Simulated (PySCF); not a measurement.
Potential energy surface of H4Al (anion, charge -1), singlet: flattening of a tetrahedron along the D2d path, bond length relaxed. Scanned: the two opposite H-Al-H angles (109.47 = tetrahedral, 180 = square planar). Other coordinates (Al-H bond length) were minimised at PBE0/def2-TZVP.

- PBE/aug-cc-pVDZ (PySCF)
- M06-2X/aug-cc-pVDZ (PySCF)
- CCSD(T) on RHF/aug-cc-pVDZ, 5 core orbitals frozen (PySCF)

Energies relative to the lowest point of each profile, in mEh; the last columns give the difference from CCSD(T):

```tsv
a / °	PBE	M06-2X	CCSD(T)	PBE − CCSD(T)	M06-2X − CCSD(T)
90	12.6	13.5	13.5	-1.0	0.0
95	6.8	7.2	7.2	-0.5	0.0
100	2.8	3.0	3.0	-0.2	0.0
105	0.6	0.7	0.7	0.0	0.0
109.47	0.0	0.0	0.0	0.0	0.0
115	0.9	0.9	1.0	-0.1	0.0
120	3.2	3.4	3.4	-0.2	0.0
130	11.5	12.2	12.2	-0.8	0.0
140	24.1	25.5	25.6	-1.6	-0.1
150	40.0	42.1	42.5	-2.5	-0.3
160	57.7	60.2	60.9	-3.2	-0.6
170	73.9	76.5	77.3	-3.4	-0.8
180	81.6	84.1	84.7	-3.1	-0.6
```

PBE is furthest from CCSD(T) at 170 (-3.4 mEh, below); its mean absolute difference over the points is 1.3 mEh.

M06-2X is furthest from CCSD(T) at 170 (-0.8 mEh, below); its mean absolute difference over the points is 0.2 mEh.
